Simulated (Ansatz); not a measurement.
```yaml
crystal:
  periodic: [false, false, false]
  atoms:
    - {symbol: C, position_ang: [0.018907, 2.186934, 0.514684]}
    - {symbol: C, position_ang: [-0.627461, 0.875049, 0.954921]}
    - {symbol: In, position_ang: [-0.056582, -0.878293, -0.166608]}
    - {symbol: N, position_ang: [-0.804938, -2.687359, -0.145781]}
    - {symbol: N, position_ang: [1.552732, -0.727679, -1.441742]}
    - {symbol: H, position_ang: [1.082383, 2.060657, 0.683755]}
    - {symbol: H, position_ang: [-0.389394, 3.023456, 1.079056]}
    - {symbol: H, position_ang: [-0.126607, 2.434598, -0.549381]}
    - {symbol: H, position_ang: [-0.541976, 0.643093, 1.991000]}
    - {symbol: H, position_ang: [-1.794886, 0.935119, 0.761024]}
    - {symbol: H, position_ang: [-1.354693, -2.911189, 0.717681]}
    - {symbol: H, position_ang: [-0.333224, -3.466457, -0.439447]}
    - {symbol: H, position_ang: [1.717472, -1.471150, -2.144171]}
    - {symbol: H, position_ang: [1.866731, 0.153465, -1.781915]}
basis:
  gaussian: {orbitals: def2-mTZVP}
magnetization: {spin_polarized: true, initial_magnetization: 2}
hamiltonian: {xc: {name: B97}}
```

```sh
$ ansatz run in.yaml --threads 4 --pin off --events-out ev --progress --plain --max-ram 11315MiB
```

Shortened log:

```
Functional definition: B97
1451 factors; their error is unknown
mean field evaluation 1: about -10348.5693 eV, gradient 7.2e1 eV
mean field evaluation 2: about -10296.9171 eV, gradient 1.1e2 eV
mean field evaluation 4: about -10367.5322 eV, gradient 2.2e1 eV
mean field evaluation 8: about -10370.3434 eV, gradient 7.5e-1 eV
mean field evaluation 16: about -10370.3573 eV, gradient 5.5e-2 eV
mean field evaluation 32: about -10370.3477 eV, gradient 4.7e-5 eV
mean field -10370.34765922 eV, -381.1032472021 hartree, gradient 1.1e-5 eV, S^2 2.019458; 7 other end points of the search recorded, 0 dependent functions left out
reference -10370.34772833 eV, -381.1032497421 hartree; 29, 27 occupied and 110, 112 virtual orbitals, 1451 factors
Total energy: -10370.34772833 eV, -381.1032497421 hartree
```

It took 17 s on 4 threads of an Arm Neoverse V1 on a shared host, with 0.69 GiB of host memory at the peak.
